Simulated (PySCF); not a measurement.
# Correlation energy of Fe⁺ (iron, charge +1)

[Ar] 3d7, high-spin 4F determinant (an excited configuration). Computed with PySCF 2.14 in def2-TZVPPD (6s6p4d2f1g, 67 functions), with no relativity, point nucleus. Frozen: [Ar]; 7 electrons correlated.

```
  level  correlation energy (mhartree)
   CCSD                        -192.39
    (T)                          -5.71
CCSD(T)                        -198.10
```

Diagnostics: T1 = 0.012, D1 = 0.0196, largest double amplitude 0.028.

Cost of the coupled-cluster step: of the order of 6 core-seconds, for 7 correlated electrons.
